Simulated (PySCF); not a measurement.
**Spinor energies of Lu⁺ (lutetium, charge +1)**

Start: [Xe] 4f14 5d2; 5d5/2 filled at m_j = +3/2, +5/2. Calculated with PySCF 2.14 in x2c-TZVPall-2c: generalised Hartree-Fock with the X2C-1e Hamiltonian and a Gaussian nucleus; spin-orbit coupling (SO) screened by Boettger's factors. This is a chosen level, not necessarily the ground level.

```tsv
spinor shell	electrons	ε, screened SO (eV)	weight of nominal j (screened SO)	rms radius, screened SO (bohr)
1s1/2	2	-63637.9	1.000	0.0219
2s1/2	2	-10969.5	1.000	0.0884
2p1/2	2	-10450.4	1.000	0.0754
2p3/2	4	-9327.4	1.000	0.0825
3s1/2	2	-2547.4	1.000	0.227
3p1/2	2	-2317.9	1.000	0.218
3p3/2	4	-2073.9	1.000	0.232
3d3/2	4	-1688.8	1.000	0.206
3d5/2	6	-1636.0	1.000	0.210
4s1/2	2	-540.14	1.000	0.509
4p1/2	2	-445.33	1.000	0.519
4p3/2	4	-389.32	1.000	0.552
4d3/2	4	-232.87	1.000	0.585
5s1/2	2	-77.952	1.000	1.27
5p1/2	2	-48.834	0.992	1.43
5p3/2	4	-41.967	0.996	1.55
4f5/2	6	-27.918	0.999	0.794
4f7/2	8	-26.372	0.999	0.808
5d5/2	2	-10.616	0.869	2.93
```

Task: Where does 4d5/2 lie, and what is the 4d spin-orbit splitting (screened SO)?

Result: At -222.36 eV, 10.507 eV above 4d3/2.

| quantity | screened SO |
| --- | --- |
| E (hartree) | -14566.53324 |
| M_J | 4 |
| ⟨J²⟩ | 20.010 |
| ⟨L²⟩ | 12.158 |
| ⟨S²⟩ | 2.107 |

Each row is a mean over spinors that exchange with the open shell spreads, by up to 3.287 eV (5p3/2).

Rows whose weight is well below 1 are mixtures of j = l ± 1/2: exchange outweighs spin-orbit coupling there, and the label is only the starting occupation.

Breit and QED terms are absent; they matter most for the inner s and p1/2 levels.

Densities and radii are taken from the X2C orbitals without a picture-change correction, which distorts them close to the nucleus.
